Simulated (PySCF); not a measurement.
A structure optimised at TPSSh-D3(BJ)/def2-SVP, used in a PySCF frequency run:

```xyz
12

N      2.2323     1.0884     0.7041
C      1.5133     0.1755     0.7381
C      0.5941    -0.9665     0.7535
C     -0.3392    -1.0143    -0.4765
Si    -1.5171     0.4656    -0.6802
H      1.2015    -1.8851     0.8153
H      0.0065    -0.9151     1.6856
H     -0.9519    -1.9291    -0.4046
H      0.2638    -1.1156    -1.3948
H     -2.3180     0.6332     0.5654
H     -2.4365     0.1884    -1.8172
H     -0.7623     1.7176    -0.9463
```
Charge 0, spin multiplicity 1.

### Question
Write its SMILES and formula.

### Answer
N#CCC[SiH3], C₃H₇NSi

### Question
What are its rotational constants (standard atomic weights)?

### Answer
7.1564, 2.2201, 1.8292 GHz
